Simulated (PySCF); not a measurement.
**`COC(=O)c1ccccn1`: 4 charge schemes on one density**

C7H7NO2.
Atom-mapped SMILES: `[CH3:1][O:2][C:3](=[O:4])[c:5]1[cH:6][cH:7][cH:8][cH:9][n:10]1` (hydrogens: H11, H12, H13 on C1; H14 on C6; H15 on C7; H16 on C8; H17 on C9)

Structure used (PBE0-D3(BJ)/def2-SVP), in Å, numbered top down from 1:
```xyz
17
C7H7NO2 angstrom
C      3.386   -0.224   -0.220
O      1.998   -0.496   -0.270
C      1.211    0.451    0.223
O      1.617    1.488    0.688
C     -0.247    0.104    0.148
C     -1.156    1.027    0.672
C     -2.512    0.722    0.611
C     -2.897   -0.483    0.031
C     -1.904   -1.332   -0.463
N     -0.608   -1.051   -0.407
H      3.633    0.665   -0.820
H      3.887   -1.109   -0.627
H      3.712   -0.041    0.815
H     -0.780    1.952    1.110
H     -3.257    1.415    1.011
H     -3.949   -0.767   -0.041
H     -2.177   -2.287   -0.926
```

Density: PBE0/pcSseg-1 (PySCF); schemes: Mulliken, IAO, Hirshfeld and ESP-fitted. One conformer (not necessarily the lowest) at the PBE0-D3(BJ)/def2-SVP geometry, without solvent, vibrations or thermal averaging.

**Question.** Atoms with like bonding are taken together and averaged. For which atoms does the sign change between the 4 schemes (beyond +0.03 e in one, beyond −0.03 e in another)?

**Answer.** C7.

**Question.** At which atom do the 4 schemes differ most?

**Answer.** At N10: from -0.760 (ESP-fitted) to -0.152 e (Hirshfeld), 0.608 e apart.

**Question.** Do the Mulliken, IAO, Hirshfeld and ESP-fitted schemes agree on where the charge is highest?

**Answer.** All schemes agree: Mulliken C3 (+0.591); IAO C3 (+0.506); Hirshfeld C3 (+0.201); ESP-fitted C3 (+0.618).

**Question.** Tabulate the Mulliken, IAO, Hirshfeld and ESP-fitted charges.

**Answer.** In e; atoms taken as equivalent share a row and are averaged (×n: the atom named and its like, n in all):

| atom | environment | Mulliken | IAO | Hirshfeld | ESP-fitted |
| --- | --- | --- | --- | --- | --- |
| C1 | methoxy carbon | -0.038 | -0.208 | -0.033 | -0.228 |
| O2 | ester single-bonded oxygen | -0.437 | -0.307 | -0.092 | -0.284 |
| C3 | ester carbonyl carbon | +0.591 | +0.506 | +0.201 | +0.618 |
| O4 | ester carbonyl oxygen | -0.419 | -0.477 | -0.256 | -0.539 |
| C5 | substituted aromatic carbon | -0.029 | +0.071 | +0.040 | +0.559 |
| C6 | aromatic CH carbon | -0.040 | -0.154 | -0.041 | -0.616 |
| C7 | aromatic CH carbon | -0.005 | -0.121 | -0.027 | +0.343 |
| C8 | aromatic CH carbon | -0.172 | -0.167 | -0.042 | -0.641 |
| C9 | aromatic CH next to a ring nitrogen | +0.141 | -0.009 | +0.021 | +0.589 |
| N10 | pyridine-type nitrogen | -0.401 | -0.255 | -0.152 | -0.760 |
| H11/H12/H13 | methyl hydrogen | +0.124 | +0.154 | +0.050 | +0.138 |
| H14 | aromatic hydrogen | +0.115 | +0.180 | +0.055 | +0.225 |
| H15 | aromatic hydrogen | +0.108 | +0.161 | +0.061 | +0.077 |
| H16 | aromatic hydrogen | +0.108 | +0.161 | +0.059 | +0.221 |
| H17 | aromatic hydrogen | +0.106 | +0.157 | +0.055 | +0.021 |

Mean size of the charges over all atoms: ESP-fitted 0.361 e, IAO 0.200 e, Mulliken 0.181 e, Hirshfeld 0.076 e. Each set sums to the total charge, 0, to within 0.001 e. The IAO scheme projects the occupied orbitals on a minimal set of polarised atomic orbitals and counts the electrons in each atom's part of it. The ESP scheme is a least-squares fit of atom-centred charges to the potential on four shells outside the van der Waals surface, with the total charge fixed.

**Question.** How closely do the schemes follow one another over all atoms?

**Answer.** Correlation coefficient and root-mean-square difference: IAO with Hirshfeld 0.96, 0.143 e; Mulliken with Hirshfeld 0.93, 0.158 e; Mulliken with IAO 0.92, 0.094 e; Hirshfeld with ESP-fitted 0.75, 0.360 e; Mulliken with ESP-fitted 0.75, 0.293 e; IAO with ESP-fitted 0.73, 0.302 e.

**Question.** How many electrons does the IAO scheme count on C9?

**Answer.** Z − q = 6 − (-0.009) = 6.009.

**Question.** Sum the charges by element, for elements with more than one atom.

**Answer.** 
| element | atoms | Mulliken | IAO | Hirshfeld | ESP-fitted |
| --- | --- | --- | --- | --- | --- |
| C | 7 | +0.448 | -0.081 | +0.119 | +0.625 |
| O | 2 | -0.856 | -0.784 | -0.348 | -0.823 |
| H | 7 | +0.810 | +1.120 | +0.381 | +0.959 |

These values come from a run that also computed NMR shieldings. Hardware: one thread, Arm Neoverse V2 (shared host). Cost: 31 s wall.
